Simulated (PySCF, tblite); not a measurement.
Isomers of C6H6N2Si, one GFN2-xTB conformer each. Single-point energies are computed at PBE0/pcSseg-1 (PySCF, gas phase, no added dispersion term), electronic only.

Question: Rank them by PBE0/pcSseg-1 energy, lowest first (kcal/mol).
A. `[CH2:1]=[CH:2]/[C:3]([C:4]#[N:5])=[CH:6]\[SiH2:7][C:8]#[N:9]` with C1–C2–C3–C4 2°, C3–C6–Si7–C8 -53°
B. `[CH3:1][C@@H:2]([C:3]#[N:4])[SiH2:5][C:6]#[C:7][C:8]#[N:9]` with C1–C2–Si5–C6 62°
C. `[CH2:1]=[CH:2]/[C:3]([C:4]#[N:5])=[CH:6]/[SiH2:7][C:8]#[N:9]` with C1–C2–C3–C4 0°, C3–C6–Si7–C8 180°
D. `[N:1]#[C:2][C:3]1=[CH:4][C@@H:5]([C:6]#[N:7])[CH2:8][SiH2:9]1` with C3–C4–C5–C6 -107°, C4–C5–C8–Si9 -18°, C5–C8–Si9–C3 15°, C2–C3–Si9–C8 171°

Answer: D (0.0), C (13.6), A (14.8), B (26.6).

As drawn, the lowest has a C=C bond outside aromatic rings, which the highest lacks; the highest has a C≡C bond, which the lowest lacks. Neighbours under 2.5 kcal/mol apart (C=C/C(C#N)=C/[SiH2]C#N and C=C/C(C#N)=C\[SiH2]C#N) can change places with a better method, another conformer or zero-point energy. C=C/C(C#N)=C/[SiH2]C#N and C=C/C(C#N)=C\[SiH2]C#N are stereoisomers, 1.2 kcal/mol apart in the conformers taken. GFN2-xTB itself gives, in the same order: 0.0, 29.6, 29.9, 28.8. Both levels put the same isomer lowest; measured from each level's own lowest isomer, the values differ by up to 16.0 kcal/mol (C=C/C(C#N)=C/[SiH2]C#N: 29.6 against 13.6).

Which frontier levels, dipoles and rotational constants go with these structures?

| SMILES | HOMO (eV, PBE0/pcSseg-1) | LUMO (eV) | dipole (D) | A, B, C (MHz) |
| --- | --- | --- | --- | --- |
| N#CC1=C[C@@H](C#N)C[SiH2]1 | -8.49 | -2.09 | 4.79 | 2345, 987.7, 791.7 |
| C=C/C(C#N)=C/[SiH2]C#N | -7.97 | -2.69 | 3.45 | 3090, 670.8, 554.8 |
| C=C/C(C#N)=C\[SiH2]C#N | -7.96 | -2.72 | 3.24 | 2268, 819.5, 669.3 |
| C[C@@H](C#N)[SiH2]C#CC#N | -8.89 | -2.25 | 0.51 | 4314, 513.4, 474.9 |

What happens when harmonic zero-point energies from GFN2-xTB frequencies are added?

| SMILES | ZPE (kcal/mol) | electronic (kcal/mol) | with ZPE (kcal/mol) |
| --- | --- | --- | --- |
| N#CC1=C[C@@H](C#N)C[SiH2]1 | 62.8 | 0.0 | 0.0 |
| C=C/C(C#N)=C/[SiH2]C#N | 60.7 | 13.6 | 11.4 |
| C=C/C(C#N)=C\[SiH2]C#N | 60.8 | 14.8 | 12.8 |
| C[C@@H](C#N)[SiH2]C#CC#N | 61.2 | 26.6 | 25.0 |

The zero-point energies span 2.1 kcal/mol. The order is unchanged.
